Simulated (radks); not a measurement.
Question: The vanadium ion V3+ is in [Ar] 3d(3/2: 2, 5/2: 0). Calculated with a radial shooting solver on a logarithmic mesh with Libxc functionals: Dirac Kohn-Sham, BLYP, spin-unpolarised, spherical densities, finite nucleus; Fermi nuclear charge, rms radius of each element as measured or else 0.836 A^(1/3) + 0.57 fm. Sub-shells are occupied by j as written (lower j first in brackets). One electron is removed from 3d3/2, 3p1/2, 3p3/2, 3s1/2 in turn, with full relaxation. Which removal costs least, and what does each cost?

Answer: 3d3/2 45.890 eV; 3p3/2 86.665 eV; 3p1/2 87.588 eV; 3s1/2 113.77 eV. The 3d3/2 electron leaves first.
